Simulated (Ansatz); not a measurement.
A search over several starts for the lowest SCF solution of [MnNF4]2- (MnNF4²⁻) at the given spin, in a small basis.

```yaml
crystal:
  periodic: [false, false, false]
  atoms:
    - {symbol: Mn, position_ang: [0.000109, -0.000208, 0.066941]}
    - {symbol: N, position_ang: [0.002971, -0.007130, 1.782911]}
    - {symbol: F, position_ang: [1.938662, 0.011926, 0.179584]}
    - {symbol: F, position_ang: [-0.012326, 1.575017, -1.101090]}
    - {symbol: F, position_ang: [-1.938053, -0.013985, 0.185943]}
    - {symbol: F, position_ang: [0.008637, -1.565622, -1.114278]}
basis:
  gaussian: {orbitals: def2-SVP, initial_orbitals: start.molden}
total_charge: -2
magnetization: {spin_polarized: true, initial_magnetization: 2}
hamiltonian: {xc: pbe0, dispersion: d4}
output: {orbitals: {seedname: orbitals}}
```

The file start.molden holds the orbitals of an earlier run on this structure, at another level or in another basis.

```sh
$ ansatz run in.yaml --threads 4 --pin off --events-out ev --progress --plain --max-ram 3916MiB
```

Output, abridged:

```
Functional definition: PBE0
  name "PBE0"
  cite "Adamo & Barone, J. Chem. Phys. 110, 6158 (1999) doi:10.1063/1.478522"
  cite "Perdew, Burke & Ernzerhof, Phys. Rev. Lett. 77, 3865 (1996) doi:10.1103/PhysRevLett.77.3865"
  parent pbe
  parameter a = 0.25
  parameter kappa = 0.804
  parameter beta = 0.06672455060314922
  exchange = (1 - a)*pbe_x(kappa = kappa, mu = beta*pi^2/3) + a*exact_x
  correlation = pbe_c(beta = beta)
1007 factors; integrals over basis functions are off by at most 9.2e-4 eV
mean field evaluation 1: about -43644.4006 eV, gradient 1.3e1 eV
mean field evaluation 2: about -43645.1231 eV, gradient 5.9e-1 eV
mean field evaluation 4: about -43645.2917 eV, gradient 1.2e-2 eV
mean field evaluation 8: about -43645.2917 eV, gradient 2.0e-5 eV
mean field evaluation 16: about -43641.9613 eV, gradient 6.8e0 eV
mean field evaluation 32: about -43612.2067 eV, gradient 1.1e2 eV
mean field evaluation 64: about -43641.5810 eV, gradient 3.1e1 eV
mean field evaluation 96: about -43645.2818 eV, gradient 8.6e-1 eV
mean field evaluation 128: about -43642.8391 eV, gradient 4.2e0 eV
mean field evaluation 160: about -43642.9437 eV, gradient 5.8e-1 eV
mean field -43645.29165983 eV, -1603.9348846574 hartree, gradient 1.9e-5 eV, S^2 3.457805; 8 other end points of the search recorded, 0 dependent functions left out
reference -43645.29171860 eV, -1603.9348868171 hartree; 36, 34 occupied and 65, 67 virtual orbitals, 1007 factors
Total energy: -43645.42062153 eV, -1603.9396239125 hartree
```

It took 10 s on 4 threads of Intel Xeon 6975P-C on a shared host.

Other converged states that the search met: 1.71 eV higher (⟨S²⟩ = 2.77).

A multiply charged anion in the gas phase is held together partly by the finite basis. Removing one electron lowers the energy by 2.01 eV at PBE0-D4/def2-TZVPD, so it isn't bound. The charge -2 triplet is spin-contaminated (final ⟨S²⟩ up to 3.46, 2.00 for a pure state). The highest occupied level of the charge -2 triplet lies above zero (up to 3.80 eV). It is a level of α spin, whose loss leaves a doublet; that state wasn't run at this geometry and level. The electron is either unbound and held by the finite basis, or the level is raised by self-interaction error. The geometry of the triplet was relaxed on an unsound state (⟨S²⟩ 3.51, where a pure state has 2.00).
